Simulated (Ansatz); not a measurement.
`Cc1cc(-c2sc(-c3sc(-c4sc(S)cc4C)cc3C)cc2C)sc1S`, relaxed as a singlet with RKS r2SCAN-D4/def2-SVP in Ansatz, starting from the GFN2-xTB geometry. Force threshold 0.03 eV/Å.

Single mean-field runs in def2-SVP are fitted with def2-universal-jkfit.

Start:

```xyz
44

C    -1.3840    5.6023    3.5847
C    -1.6110    5.1102    2.1955
C    -1.3353    3.7978    1.7628
C    -1.6422    3.5488    0.4489
C    -1.4421    2.3328   -0.2655
S    -0.5445    1.0505    0.5079
C    -0.7236    0.0182   -0.8840
C    -0.1424   -1.2868   -0.8844
S     1.2721   -1.5806    0.0917
C     1.3520   -3.2383   -0.4294
C     2.3536   -4.1431    0.0249
S     2.2099   -5.8348   -0.4058
C     3.6699   -6.2086    0.4507
S     4.3047   -7.8406    0.5468
C     4.2212   -5.0996    1.0184
C     3.4822   -3.9203    0.7843
C     3.9087   -2.5890    1.3020
C     0.3206   -3.5135   -1.2967
C    -0.5244   -2.4254   -1.5664
C    -1.7129   -2.5324   -2.4641
C    -1.4398    0.6570   -1.8655
C    -1.8448    1.9619   -1.5331
C    -2.6156    2.8323   -2.4680
S    -2.3070    4.9820   -0.2952
C    -2.1282    5.8725    1.1835
S    -2.6095    7.5597    1.2976
H    -1.3402    6.6891    3.5984
H    -0.4557    5.1993    3.9833
H    -2.2006    5.2850    4.2336
H    -0.9154    3.0452    2.4073
H     3.3405   -8.4060   -0.1761
H     5.1324   -5.1285    1.5882
H     3.2042   -2.2183    2.0463
H     4.8923   -2.6645    1.7574
H     3.9493   -1.8575    0.4960
H     0.1790   -4.4892   -1.7301
H    -2.0600   -3.5624   -2.4968
H    -1.4550   -2.2332   -3.4804
H    -2.5207   -1.8949   -2.1116
H    -1.6385    0.2175   -2.8257
H    -2.8684    2.2761   -3.3666
H    -3.5345    3.1861   -2.0014
H    -2.0300    3.7073   -2.7513
H    -2.7664    7.7360   -0.0121
```

(1) Estimate the energy that the relaxation releases and the steps that it takes.

(2) Does the start keep its bonding?

(3) Predict the relaxed structure.

## Answers

(1) 0.30 eV, in 18 steps; 1.7 min on 2 threads of AMD EPYC 7R13 on a shared host and a share (18 GiB) of an NVIDIA H100 80GB HBM3. The force fell under the threshold at step 12, but the optimiser went on and released 0.004 eV more. No frequencies were taken in this run, so the end may be a saddle point.

(2) By distances, no bond broke or formed. The bond that changes most is S26–H44, from 1.33 to 1.36 Å (atoms count from 1).

(3) 
Cartesian coordinates in Å:
```
C -1.2450 5.6685 3.5333
C -1.5996 5.1536 2.1737
C -1.2768 3.8489 1.7160
C -1.7068 3.5591 0.4254
C -1.5022 2.3370 -0.3110
S -0.5413 1.0712 0.4195
C -0.7378 0.0178 -0.9570
C -0.1219 -1.2839 -0.9772
S 1.2967 -1.5869 -0.0073
C 1.3955 -3.2510 -0.5296
C 2.4156 -4.1571 -0.0663
S 2.3878 -5.8125 -0.6346
C 3.7643 -6.2404 0.3362
S 4.5088 -7.8291 0.2615
C 4.2319 -5.1437 1.0301
C 3.4844 -3.9532 0.8132
C 3.8150 -2.6542 1.4837
C 0.3643 -3.5192 -1.4244
C -0.4985 -2.4297 -1.6864
C -1.6881 -2.5230 -2.5921
C -1.5254 0.6394 -1.9186
C -1.9633 1.9422 -1.5713
C -2.8121 2.7810 -2.4778
S -2.5531 4.9378 -0.2347
C -2.2899 5.8767 1.2080
S -2.9802 7.4866 1.3544
H -1.4141 6.7524 3.5974
H -0.1898 5.4568 3.7688
H -1.8568 5.1828 4.3122
H -0.7276 3.1261 2.3254
H 3.4646 -8.5404 0.7569
H 5.0969 -5.1993 1.6948
H 2.9971 -2.3081 2.1381
H 4.7169 -2.7616 2.1030
H 4.0018 -1.8505 0.7520
H 0.2265 -4.5042 -1.8781
H -1.9855 -3.5721 -2.7335
H -1.4750 -2.1051 -3.5913
H -2.5482 -1.9700 -2.1834
H -1.7542 0.1826 -2.8820
H -3.0703 2.2217 -3.3883
H -3.7524 3.0884 -1.9905
H -2.2945 3.7052 -2.7851
H -2.0579 8.1594 0.6169
```
Bond lengths: 19 × C–C 1.38 to 1.50 Å; 10 × C–S 1.74 to 1.76 Å; 16 × C–H 1.09 to 1.10 Å; 2 × H–S 1.36 Å.
